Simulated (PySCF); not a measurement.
# Calculated NMR parameters of Fc1cccc(C2CC2)p1

* Formula: C8H8FP
* SMILES: Fc1cccc(C2CC2)p1
* InChI: InChI=1S/C8H8FP/c9-8-3-1-2-7(10-8)6-4-5-6/h1-3,6H,4-5H2
* Point group of the computed structure: Cs
* Carbon signals: 7
* Proton signals: 6

Mapped SMILES: `[F:1][c:2]1[cH:3][cH:4][cH:5][c:6]([CH:7]2[CH2:8][CH2:9]2)[p:10]1`; H(Xn) means a hydrogen on atom n. Ha(C8), Ha(C9) are cis to C6 on the ring; Hb(C8), Hb(C9) are trans to C6 on the ring.

PySCF 2.14.0 with density-fitted response routines calculation with geometry from GFN2-xTB and PBE0/pcSseg-1 with gauge-including orbitals; no solvent, no relativistic terms, rapidly exchanging positions averaged, one conformer.

δ = σ(ref) − σ, references computed at the same level: TMS for ¹H (31.72 ppm) and ¹³C (186.93 ppm); ¹⁹F (170.95 ppm) vs CFCl3; ³¹P (318.38 ppm) against H3PO4.

```tsv
carbon	δC, type	δH (multiplicity)	HMBC from (2–3 bonds)	span of the C tensor (ppm)
C2	212.3, C	–	H(C4), H(C3)	242
C3	124.6, CH	7.53 (m)	H(C5), H(C4)	191
C4	136.7, CH	7.64 (m)	H(C5), H(C3)	220
C5	133.5, CH	7.75 (m)	H(C4), H(C3), H(C7)	214
C6	194.3, C	–	H(C5), H(C4), H(C7), Hb(C8)/Hb(C9), Ha(C8)/Ha(C9)	309
C7	25.6, CH	2.02 (m)	H(C5), Hb(C8)/Hb(C9), Ha(C8)/Ha(C9)	95
C8/C9	24.0, CH2	Ha(C8) 1.00 (m); Hb(C8) 1.48 (m)	H(C7), Hb(C8)/Hb(C9), Ha(C8)/Ha(C9)	86
```

Other nuclei:
```json
{"atoms": "F1", "nucleus": "¹⁹F", "environment": "aryl fluorine", "δ (ppm)": "-79.2", "σ (ppm)": "250.2"}
{"atoms": "P10", "nucleus": "³¹P", "environment": "phosphorus bonded to 2 C, in a 6-membered ring", "δ (ppm)": "155.7", "σ (ppm)": "162.6"}
```

δC 212.3: aromatic carbon bearing fluorine; σ withdrawal by the attached heteroatom moves it downfield of the ring CH carbons. δC 194.3: substituted aromatic carbon. δC 136.7, 133.5, 124.6: aromatic CH. δC 25.6, 24.0: three-membered-ring carbon; carbons of three-membered rings are unusually shielded. δH 7.75, 7.64, 7.53: hydrogen on an aromatic CH; it sits in the deshielding region of the aromatic ring current.

Splittings by ¹⁹F and ³¹P in the carbon and heteronuclear signals aren't shown, as no couplings were computed. Shifts are as computed. Against solution values, carbons near 30 ppm lie about +3 ppm off and those near 130 ppm about +5 ppm. Of 1211 compounds with measured shifts, 218 miss one by over three times the rms of a fit or turn the order of signals round; such compounds aren't used in these exercises. Unscaled 19F shifts against computed CFCl3 carry errors that often reach 10 to 50 ppm. Experimental scales use liquid or dissolved standards, which lie at an offset from isolated H3PO4. Multiplicities follow the n + 1 count of equivalent neighbours, as no J values were calculated; m marks all less simple cases, F and P coupling included.
